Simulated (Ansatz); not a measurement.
Consider the redistribution: `C[O][GeH]([F])[S]C` + `F[CH2][AlH][F]` → `C[S][GeH]([F])[F]` + `C[O][AlH][CH2]F`.

Gas-phase electronic energies from Ansatz, PBE0-D4/def2-TZVP geometries. CBS: MP2 limit from def2 TZ/QZ plus the TZ coupled-cluster correction, frozen cores. DFT in def2-TZVPP. For Ge outer-core shells are correlated without core-valence functions, which leaves a few kJ/mol of doubt a bond. Scalar relativity is left out up to krypton. One conformer a species, not always the lowest.

```tsv
level	ΔE (kJ/mol)
PBE-D4	21.7
HF/CBS(def2)	18.1
```

Q: What does CCSD(T)/CBS give? (An estimate is asked.)

A: Computed: +29.1 kJ/mol. The listed levels differ from it by -7.4, -11.0 kJ/mol.

Largest T1 diagnostic among the species: 0.012.

In def2-TZVPP, CCSD(T) changes the Hartree–Fock value by +8.2 kJ/mol (the triples alone add +1.1 kJ/mol) and MP2 by +10.4 kJ/mol. The D4 term adds +3.0 kJ/mol with B3LYP and +1.7 kJ/mol with PBE0; it sums over pairs of atoms, weighted by their polarisabilities, and B3LYP, whose exchange is more repulsive, gets the larger term.

B3LYP here is the variant with VWN-RPA as its local correlation; programs differ in this.
